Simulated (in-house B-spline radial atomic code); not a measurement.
Response of the iron ion Fe⁸⁺ as one setting changes: the share of exact exchange in a PBE hybrid. A dash marks a strongly mixed or unbound state. Computed with a B-spline radial code for spherical atoms: linear response of the closed shell [Ne] 3s2 3p6 with the functional's adiabatic kernel; scalar-relativistic (spin-free one-electron X2C), finite nucleus, no spin-orbit coupling, no double excitations, S, P, D and F terms only. Only terms of natural parity with L up to 3 were computed.

```
share of exact exchange in a PBE hybrid  lowest 1P (eV)  lowest 3P, Tamm-Dancoff (eV)  minus highest occupied level (eV)  α (bohr³)
                                      0   3p → 3d 72.46                 3p → 3d 51.37                             220.38     0.4935
                                    0.1   3p → 3d 72.41                 3p → 3d 51.32                             221.92     0.4935
                                    0.2   3p → 3d 72.37                 3p → 3d 51.26                             223.47     0.4935
                                    0.3   3p → 3d 72.33                 3p → 3d 51.21                             225.01     0.4935
                                    0.4   3p → 3d 72.29                 3p → 3d 51.16                             226.55     0.4935
                                    0.5   3p → 3d 72.25                 3p → 3d 51.10                             228.09     0.4936
                                    0.6               ?                             ?                                  ?          ?
                                    0.7   3p → 3d 72.16                 3p → 3d 51.00                             231.17     0.4936
                                    0.8               ?                             ?                                  ?          ?
                                    0.9   3p → 3d 72.08                 3p → 3d 50.90                             234.25     0.4937
                                      1   3p → 3d 72.04                 3p → 3d 50.84                             235.79     0.4937
```

Question: What belongs in the row for 0.6?

Answer: lowest 1P (eV): 3p → 3d 72.20; lowest 3P, Tamm-Dancoff (eV): 3p → 3d 51.05; minus highest occupied level (eV): 229.63; α (bohr³): 0.4936.

Question: What belongs in the row for 0.8?

Answer: lowest 1P (eV): 3p → 3d 72.12; lowest 3P, Tamm-Dancoff (eV): 3p → 3d 50.95; minus highest occupied level (eV): 232.71; α (bohr³): 0.4936.
